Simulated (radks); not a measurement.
Hf2+, 70 electrons, occupied as [Xe] 4f14 5d2. All-electron calculation, Dirac Kohn-Sham, PBEsol, spin-unpolarised, spherical densities, finite nucleus; open shells fill j = l - 1/2 first; Fermi nuclear charge, rms radius 5.347 fm. Program: a radial shooting solver on a logarithmic mesh with Libxc functionals.

Normalised radial functions P(r) = r R(r) (large component), r in bohr:

| r | 4f5/2 | 5d5/2 |
|---|---|---|
| 0.0008033 | 0.0000 | 0.0000 |
| 0.00108 | 0.0000 | 0.0000 |
| 0.001452 | 0.0000 | 0.0000 |
| 0.001952 | 0.0000 | 0.0000 |
| 0.002625 | 0.0000 | 0.0000 |
| 0.003501 | 0.0000 | 0.0001 |
| 0.004707 | 0.0000 | 0.0002 |
| 0.006328 | 0.0000 | 0.0005 |
| 0.008508 | 0.0000 | 0.0011 |
| 0.01144 | 0.0001 | 0.0024 |
| 0.01526 | 0.0004 | 0.0051 |
| 0.02051 | 0.0010 | 0.0108 |
| 0.02758 | 0.0028 | 0.0221 |
| 0.03708 | 0.0076 | 0.0427 |
| 0.04985 | 0.0199 | 0.0765 |
| 0.06649 | 0.0478 | 0.1227 |
| 0.08939 | 0.1098 | 0.1738 |
| 0.1202 | 0.2306 | 0.1995 |
| 0.1616 | 0.4341 | 0.1552 |
| 0.2155 | 0.7085 | 0.0179 |
| 0.2898 | 1.0083 | -0.1780 |
| 0.3896 | 1.2095 | -0.3015 |
| 0.5238 | 1.2102 | -0.2249 |
| 0.7042 | 1.0176 | 0.0517 |
| 0.9392 | 0.7362 | 0.3872 |
| 1.263 | 0.4522 | 0.6461 |
| 1.698 | 0.2348 | 0.7282 |
| 2.283 | 0.0999 | 0.6343 |
| 3.069 | 0.0328 | 0.4323 |
| 4.093 | 0.0078 | 0.2250 |
| 5.503 | 0.0011 | 0.0784 |
| 7.398 | 0.0001 | 0.0159 |

4f5/2: eigenvalue -32.587 eV, 0 radial nodes, <r> = 0.670 bohr, 90 % of the charge inside 1.14 bohr. 5d5/2 (empty): eigenvalue -16.313 eV, 2 radial nodes at r = 0.222, 0.673 bohr, <r> = 2.14 bohr, 90 % of the charge inside 3.34 bohr.
